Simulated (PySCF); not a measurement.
Ga(GeH3)(H)2 (GaGeH₅), SMILES [GaH2][GeH3]. Atoms are numbered in the order given.

```xyz
7

Ga    -1.2143    -0.1125    -0.2701
Ge     1.1427     0.1030     0.2532
H      1.9869    -1.0891    -0.2211
H      1.7221     1.3686    -0.4019
H      1.3561     0.2494     1.7692
H     -2.2210     0.9832     0.2259
H     -1.7661    -1.3214    -1.1015
```

The structure is a stationary point at ωB97X-D3(BJ)/def2-TZVP.

These are PySCF with PBE0/pcSseg-1 values and carry that method's errors.

GIAO shieldings, no solvent; atoms alike by connectivity are averaged. δ = σ(ref) − σ: ⁷³Ge against GeH4 (σ = 1658.3 ppm); ¹H against TMS (σ = 31.56 ppm), references at their B3LYP-D3(BJ)/def2-TZVP geometries, non-relativistic.

```json
[
 {"nucleus": "⁷³Ge", "atoms": "Ge2", "count": "1", "δ (ppm)": "-50.9"},
 {"nucleus": "¹H", "atoms": "H6, H7", "count": "2", "δ (ppm)": "7.34"},
 {"nucleus": "¹H", "atoms": "H3, H4, H5", "count": "3", "δ (ppm)": "3.69"}
]
```
